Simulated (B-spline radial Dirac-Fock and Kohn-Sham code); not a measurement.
## Binding energies of Sb³⁺ at several levels of theory

System: the Sb³⁺ ion in the configuration [Kr] 4d10 5s1 5p1 (an excited configuration).

The density-functional columns are spherical, spin-unpolarised Dirac-Kohn-Sham results without Breit or QED terms: −ε is minus the orbital energy of the initial state and ΔSCF the difference of two total energies. The reference in the last column comes from Dirac-Fock energy differences between relaxed states, corrected for Breit and QED terms. All numbers are from a B-spline atomic structure program, in eV; a selection of levels is shown. For the 1s level of heavy atoms much of the gap between ΔSCF and the reference is the Breit and QED part, -102.4 eV here; for other levels the error of the functional can be larger.

| level | LDA −ε | LDA ΔSCF | Dirac-Fock |
| --- | --- | --- | --- |
| K (1s) | 30279.7 | 30625.3 | 30532.5 |
| L1 (2s) | 4633.8 | 4696.1 | 4747.2 |
| L2 (2p1/2) | 4339.6 | 4417.1 | 4423.9 |
| L3 (2p3/2) | 4088.2 | 4160.9 | 4175.4 |
| M1 (3s) | 933.1 | 955.2 | 989.4 |
| M2 (3p1/2) | 812.6 | 835.4 | 857.2 |
| M3 (3p3/2) | 766.2 | 788.2 | 810.3 |
| M4 (3d3/2) | 552.6 | 576.8 | 579.1 |
| M5 (3d5/2) | 542.9 | 566.9 | 569.7 |
| N2 (4p1/2) | 138.5 | 149.0 | 156.7 |
| N3 (4p3/2) | 129.8 | 140.1 | 148.1 |
| N4 (4d3/2) | 65.02 | 74.32 | 72.96 |
| N5 (4d5/2) | 63.75 | 72.97 | 71.71 |
| O1 (5s) | 40.21 | 45.63 | 43.68 |
| O2,3 (5p) | 30.01 | 34.66 | 33.18 |

Values without a named source are computed, but for edge energies of neutral atoms, which are taken from tables.
